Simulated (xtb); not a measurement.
Job for xtb: GFN2-xTB on FH4P (a complex), monomers drawn apart or pushed together.

```
$ xtb mol.xyz --gfn 2 --sp --chrg 0 --uhf 0
6

F     -1.44370064    -0.22894985    -0.24384746
H     -0.94647269    -0.05062702     0.53323070
P      0.44601606     0.45112153     2.71099466
H      0.12869582    -0.16693680     3.94175332
H      1.83158382     0.17955174     2.77356061
H      0.53853654     1.76070054     3.23432202
```

The head of its log:

```
[...]
           -------------------------------------------------
          |                Calculation Setup                |
           -------------------------------------------------



molecular fragmentation (1/2 indicates fragments):
112222
# atoms in fragment 1/2:     2     4
 fragment masses (1/2) :       20.01       34.00
CMA distance (Bohr)    :   6.785
constraining FC (au)   :  0.0500

           -------------------------------------------------
          |                 G F N 2 - x T B                 |
           -------------------------------------------------

        Reference                      10.1021/acs.jctc.8b01176
      * Hamiltonian:
        H0-scaling (s, p, d)           1.850000    2.230000    2.230000
        zeta-weighting                 0.500000
      * Dispersion:
        s8                             2.700000
        a1                             0.520000
        a2                             5.000000
        s9                             5.000000
      * Repulsion:
        kExp                           1.500000    1.000000
        rExp                           1.000000
      * Coulomb:
        alpha                          2.000000
        third order                    shell-resolved
        anisotropic                    true
        a3                             3.000000
        a5                             4.000000
        cn-shift                       1.200000
        cn-exp                         4.000000
        max-rad                        5.000000


          ...................................................
          :                      SETUP                      :
          :.................................................:
          :  # basis functions                  18          :
          :  # atomic orbitals                  17          :
          :  # shells                            9          :
          :  # electrons                        16          :
          :  max. iterations                   250          :
          :  Hamiltonian                  GFN2-xTB          :
          :  restarted?                      false          :
          :  GBSA solvation                  false          :
          :  PC potential                    false          :
          :  electronic temp.          300.0000000     K    :
          :  accuracy                    1.0000000          :
          :  -> integral cutoff          0.2500000E+02      :
          :  -> integral neglect         0.1000000E-07      :
          :  -> SCF convergence          0.1000000E-05 Eh   :
          :  -> wf. convergence          0.1000000E-03 e    :
          :  Broyden damping             0.4000000          :
          :  net charge                          0          :
          :  unpaired electrons                  0          :
          ...................................................

 iter      E             dE          RMSdq      gap      omega  full diag
   1     -9.2949148 -0.929491E+01  0.411E+00    5.81       0.0  T
   2     -9.2974494 -0.253460E-02  0.260E+00    5.83       1.0  T
```

**Question.** Give the final energy of this run.

**Answer.** -9.2559 hartree.
